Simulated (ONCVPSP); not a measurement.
beryllium (Be): excitation energies, all-electron against ONCV

beryllium, optimised norm-conserving Vanderbilt (ONCV), made with ONCVPSP 4.0.1 (PBE, scalar-relativistic). Core [He], reference 2s1.5 (charge +0.5). Waves: 2s: rc 1.80 bohr, ncon 3, nbas 8, qcut 3 1/bohr, 2 projectors, debl 3.2 Ha; p scattering state at 0.02 Ha: rc 1.40 bohr, ncon 4, nbas 7, qcut 6.9 1/bohr, 2 projectors, debl 1 Ha. Local part: polynomial inside 1.25 bohr (lpopt 5, dvloc0 -1 Ha). Core correction: Teter function, fcfact 1.5, rcfact 1.3.

In the p channel the program set the typed energies aside and used 0.050, 1.050 Ha.

Energies are relative to the spin-unpolarised reference configuration 2s1.5; without spin polarisation the order of configurations can differ from experiment.

Q: Give the all-electron excitation energy and the error of the potential for: 2s2; 2s1; 2s1 2p1; 2s0 2p2.

A:

```json
{"valence configuration": "2s2", "charge": "0", "ΔE all-electron (eV)": "-3.761", "error AE − PS (meV)": "-0.3"}
{"valence configuration": "2s1", "charge": "+1", "ΔE all-electron (eV)": "5.790", "error AE − PS (meV)": "+2.7"}
{"valence configuration": "2s1 2p1", "charge": "0", "ΔE all-electron (eV)": "-0.148", "error AE − PS (meV)": "+6.7"}
{"valence configuration": "2s0 2p2", "charge": "0", "ΔE all-electron (eV)": "3.491", "error AE − PS (meV)": "+16"}
```

Levels in the configuration 2s0 2p2:

| level | all-electron (eV) | pseudo (eV) |
| --- | --- | --- |
| 2p | -2.939 | -2.945 |
